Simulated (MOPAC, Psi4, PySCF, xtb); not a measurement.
Intermolecular potential of C2H4 ··· Li+ (SMILES C=C and [Li+]) (charge +1). Monomers: optimised at B3LYP-D3(BJ) (def2-TZVP), held rigid. Orientation: lowest of the rigid-body minima from ten starts at GFN2-xTB (searched outside a hard wall at short contacts). Only R, the distance of the centres of mass, is varied, so the lowest point isn't the relaxed dimer. The shortest distances reach bonding range, where SAPT0 and rigid monomers are unreliable.

Levels: RKS-B3LYP/LANL2DZ = restricted B3LYP/LANL2DZ, no counterpoise correction in PySCF 2.14.0; GFN1-xTB (xtb); PM7, restricted, heats of formation (MOPAC); wB97X-D/def2-TZVP, counterpoise-corrected (Psi4).

Interaction energies in kJ/mol; the last columns give the difference from wB97X-D:

```tsv
R / Å	RKS-B3LYP/LANL2DZ	GFN1-xTB	PM7	wB97X-D/def2-TZVP	RKS-B3LYP/LANL2DZ − wB97X-D/def2-TZVP	GFN1-xTB − wB97X-D/def2-TZVP	PM7 − wB97X-D/def2-TZVP
1.70	16.80	-68.81	153.54	1.66	15.14	-70.47	151.88
1.93	-55.11	-100.54	24.74	-62.93	7.82	-37.62	87.66
2.14	-79.49	-108.46	-23.89	-83.30	3.81	-25.16	59.41
2.30	-84.64	-109.09	-37.68	-86.76	2.11	-22.33	49.08
2.51	-82.33	-106.85	-40.97	-83.17	0.84	-23.67	42.20
2.68	-76.58	-104.12	-38.08	-76.63	0.05	-27.49	38.55
2.98	-63.40	-96.46	-29.67	-62.32	-1.09	-34.15	32.65
3.29	-49.83	-84.80	-21.51	-48.23	-1.60	-36.56	26.72
3.80	-32.27	-64.03	-12.40	-30.73	-1.54	-33.30	18.33
4.53	-17.55	-37.75	-6.16	-16.52	-1.03	-21.23	10.36
5.46	-9.09	-17.21	-3.61	-8.48	-0.61	-8.74	4.86
6.82	-4.19	—	-2.31	-3.96	-0.23	—	1.65
```

RKS-B3LYP/LANL2DZ is furthest from wB97X-D/def2-TZVP at 1.70 (15.14 kJ/mol, above); its mean absolute difference over the points is 2.99 kJ/mol.

GFN1-xTB is furthest from wB97X-D/def2-TZVP at 1.70 (-70.47 kJ/mol, below); its mean absolute difference over the points is 30.97 kJ/mol.

PM7 is furthest from wB97X-D/def2-TZVP at 1.70 (151.88 kJ/mol, above); its mean absolute difference over the points is 43.61 kJ/mol.

Dashes: no converged value, or the column stops at the first point that the program doubted or that broke a chosen test of continuity, which isn't proof of a fault.
